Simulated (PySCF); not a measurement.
# HfO2: from structure and modes to constants

Level of theory: PySCF, PBE0, basis Hf def2-TZVP with ECP60, O def2-TZVP (scalar-relativistic core potentials, no spin–orbit coupling, density fitting).

The singlet minimum has C2v symmetry. Masses (u): Hf 179.94655, O 15.99492.

```xyz
3
charge 0 multiplicity 1, angstrom
Hf    0.0000   -0.1572    0.0000
O     0.0000    0.8899    1.4347
O     0.0000    0.8899   -1.4347
```

Harmonic wavenumbers (cm⁻¹): 299.8 (a1, ×1), 847.5 (b2, ×1), 931.5 (a1, ×1).

Problem. Find the principal moments of inertia and the rotational constants. What kind of rotor is it?

Solution. About the centre of mass I = 29.778, 65.85, 95.628 u Å². With B = 16.8576/I this gives 0.5661, 0.256, 0.1763 cm⁻¹. The molecule is an asymmetric top with κ = -0.59.

Problem. What is the harmonic zero-point energy?

Solution. Half the sum of all 3 wavenumbers, 2079/2 = 1039 cm⁻¹, which is 12.4 kJ/mol (1 cm⁻¹ = 0.0119627 kJ/mol).

Problem. Find the vibrational entropy and heat capacity at 298.15 K.

Solution. With u = 1.43878 ω/T, each mode gives S = R[u/(eᵘ−1) − ln(1−e⁻ᵘ)] and C = R u² eᵘ/(eᵘ−1)².
```
ω (cm⁻¹)      u  S (J/(mol K))  C (J/(mol K))
   299.8  1.447           5.93           7.00
   847.5  4.090           0.72           2.41
   931.5  4.495           0.52           1.92
```
The sums over all modes are S = 7.2 and C = 11.3 J/(mol K); the softest mode gives 83 % of the entropy.

This need not be the most stable arrangement of these atoms. With an element this heavy the missing spin–orbit coupling can shift these numbers.
